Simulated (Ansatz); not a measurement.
Ansatz results at the PBE0-D4/def2-TZVP geometry: LUMO energy (B3LYP/def2-TZVPP) 0.37 eV; size of the dipole moment (PBE/def2-TZVPP) 1.86 D; LUMO energy (PBE0/def2-TZVPP) 0.62 eV.

Problem. Which molecule gave them?
A. `F[C@H]1O[C@H]1[SiH3]`
B. `FC1OC[SiH2]1`
C. `C[C@H]1O[Si@H]1F`
D. `C[SiH2][GaH2]`

Solution. A. The others give `FC1OC[SiH2]1`: -0.58, 2.14, -0.34; `C[C@H]1O[Si@H]1F`: -0.17, 1.70, 0.09; `C[SiH2][GaH2]`: -2.26, 0.97, -2.00.

B3LYP here is the variant with VWN-RPA as its local correlation; programs differ in this.
